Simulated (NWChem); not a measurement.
Molecule: silanone (SiH$_{2}$O); SMILES O=[SiH2]

```xyz
4

Si     0.0000     0.0000    -0.4385
O      0.0000     0.0000     1.1138
H      0.0000    -1.2480    -1.2820
H      0.0000     1.2480    -1.2820
```
Atoms are numbered in this order, from 1.

Computed with NWChem. Pople sets run with spherical d functions. Coordinates come from a PBE-D3(BJ)/def2-SVP optimisation. Atomic charges in e: unrestrained fits to the electrostatic potential beside Mulliken populations; the two definitions need not agree.

### Question
What does the run give for Hartree-Fock/6-31G*? Quantities: ESP Si1; Mulliken Si1; ESP O2; Mulliken O2; relative RMS misfit of the potential (%).

### Answer
The ESP Si1 is 1.04. The Mulliken Si1 is 0.97 and the ESP O2 is -0.75. The Mulliken O2 is -0.72 and the relative RMS misfit of the potential (%) is 13.
